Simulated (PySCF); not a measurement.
# TaO₂F + HBr → TaO₂Br + HF

Level: PBE0 in the def2-TZVP basis family, computed in PySCF with density fitting; scalar-relativistic core potentials for atoms from Rb on, none lighter, no spin–orbit coupling; open shells unrestricted.

```tsv
species	state and structure	ZPE (kJ/mol)	H(298 K) − H(0) (kJ/mol)	S° (J/(mol K))
TaO₂F	singlet, Cs, Ta–F 1.891 Å, Ta–O 1.728 Å (×2); F–Ta–O 109.8° (×2), O–Ta–O 106.7°	20.2	14.3	307.7
HBr	singlet, C∞v, H–Br 1.421 Å	16.0	8.7	198.5
TaO₂Br	singlet, Cs, Ta–Br 2.467 Å, Ta–O 1.724 Å (×2); Br–Ta–O 110.6° (×2), O–Ta–O 106.4°	17.2	15.7	331.9
HF	singlet, C∞v, H–F 0.920 Å	24.9	8.7	173.6
```

(1) Is the gas-phase reaction uphill or downhill in electronic energy at this level, and by how much?

(2) Add zero-point, thermal and entropy terms for 298.15 K and 1 bar.

Answers

(1) At PBE0/def2-TZVP, ΔE = -8.2 kJ/mol, downhill. 

(2) ΔZPE = 5.9 and Δ[H(298) − H(0)] = 1.4 kJ/mol give ΔH° = -0.9 kJ/mol. ΔS° = -0.7 J/(mol K), so ΔG° = -0.9 − 298.15 × (-0.0007) = -1 kJ/mol and log₁₀K = 0.1.

Spin–orbit coupling can matter for TaO₂F, TaO₂Br and is left out. Only the bonding shown was studied: isomers, or loss of a ligand pair, can lie lower.
